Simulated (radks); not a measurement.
Q: Neutral iron is in [Ar] 3d(3/2: 4, 5/2: 3) 4s1. All-electron calculation, Dirac Kohn-Sham, PBE, spin-unpolarised, spherical densities, finite nucleus; Fermi nuclear charge, rms radius of each element as measured or else 0.836 A^(1/3) + 0.57 fm. Program: a radial shooting solver on a logarithmic mesh with Libxc functionals. Sub-shells are occupied by j as written (lower j first in brackets). One electron is removed from 4s1/2, 3d3/2, 3p3/2, 3d5/2 in turn, with full relaxation. Which removal costs least, and what does each cost?

A: 4s1/2 7.424 eV; 3d5/2 9.437 eV; 3d3/2 9.591 eV; 3p3/2 61.729 eV. The 4s1/2 electron leaves first.
